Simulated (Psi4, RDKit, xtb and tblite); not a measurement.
Relaxed torsion scan: SMILES OB(O)[SiH2][SiH2]Cl (H6BClO2Si2). Scanned: dihedral H7–O1–B2–Si4 and dihedral O1–B2–Si4–Si5; all other coordinates were relaxed at GFN2-xTB. Points at φ and −φ are mirror images. Heavy atoms are numbered in the order of the SMILES OB(O)[SiH2][SiH2]Cl, hydrogens after them in the order of the atoms that carry them; the mirror image has the same energies with the sign of each dihedral reversed.

- GFN2-xTB (xtb and tblite)
- PBE/def2-SVP // GFN2-xTB (Psi4)
- PBE-D3(BJ)/def2-SVP // GFN2-xTB (Psi4)
- UFF // GFN2-xTB (RDKit)

Energies in kJ/mol at chosen points (x: dihedral H7–O1–B2–Si4 (°); y: dihedral O1–B2–Si4–Si5 (°)), relative to x = -90, y = -60:

| method | (0, 150) | (60, 90) | (-30, 120) | (150, -120) | (30, 30) | (90, 150) | (-150, 180) |
|---|---|---|---|---|---|---|---|
| GFN2-xTB | -37.5 | -16.9 | -31.9 | -33.0 | -33.4 | 1.6 | -29.1 |
| PBE/def2-SVP | -41.6 | -17.0 | -34.6 | -20.9 | -41.6 | 1.5 | -18.4 |
| PBE-D3(BJ)/def2-SVP | -41.5 | -17.6 | -34.4 | -21.5 | -43.0 | 1.6 | -18.3 |
| UFF | 39.7 | 18.2 | 31.1 | 31.2 | 35.5 | 7.8 | 30.4 |
